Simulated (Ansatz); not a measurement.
Computed with Ansatz on PBE0-D4/def2-TZVP structures; ΔE is electronic, products minus reactants. CCSD(T)/CBS is the MP2 limit (def2-TZVPP, def2-QZVPP) plus CCSD(T) − MP2 in def2-TZVPP, frozen cores. This one scheme is used for every species, atoms too. DFT in def2-TZVPP. No spin–orbit coupling; open shells (•) take unrestricted orbitals. Spin–orbit coupling would lower the free atoms: a little for C, Cl, F; strongly for In. def2 core potentials past Kr. Bonds to In are less sure, by a few kJ/mol each and by 10 to 20 or more in all where they break to atoms, as the def2 sets lack core-valence functions. One conformer a species, not always the lowest.

Reaction (atomization): `C[CH2][In]([F])[Cl]` → 2 C• + Cl• + F• + 5 H• + In•

`C[CH2][In]([F])[Cl]`:

Cartesian coordinates in Å:
```
C -1.030 -0.989 -0.053
C 0.367 -0.562 0.366
In 0.859 1.446 -0.192
F -0.438 2.544 -1.154
Cl 2.788 2.687 0.143
H -1.803 -0.363 0.397
H -1.221 -2.021 0.257
H -1.167 -0.941 -1.135
H 1.141 -1.191 -0.078
H 0.505 -0.611 1.449
```

```json
{"level": "revPBE-D4", "ΔE (kJ/mol)": "3460.5"}
{"level": "B2PLYP", "ΔE (kJ/mol)": "3447.2"}
{"level": "CCSD/def2-TZVPP", "ΔE (kJ/mol)": "3364.2"}
{"level": "HF/def2-QZVPP", "ΔE (kJ/mol)": "2596.5"}
```

Problem. What does CCSD(T)/CBS give? (Estimate.)

Solution. Computed: +3511.8 kJ/mol. The listed levels differ from it by -51.3, -64.6, -147.6, -915.3 kJ/mol.

Largest T1 diagnostic among the species: 0.015.

From r2SCAN to r2SCAN0 (25 % exact exchange), in def2-TZVPP and without D4, ΔE moves by −55.0 kJ/mol: exact exchange takes away binding that semilocal exchange gives to molecules. At CCSD(T), def2-SVP lies −195.4 kJ/mol from the extrapolated value and def2-TZVPP −94.4 kJ/mol: correlation converges slowly with the basis, and small sets miss more of it in the bonded molecule than in its fragments.

For atomizations the MP2-based limit and the directly extrapolated one differ by several kJ/mol either way, and by 10 to 25 for some Ge, Se and Sn compounds, so smaller differences from it don't rank the levels.
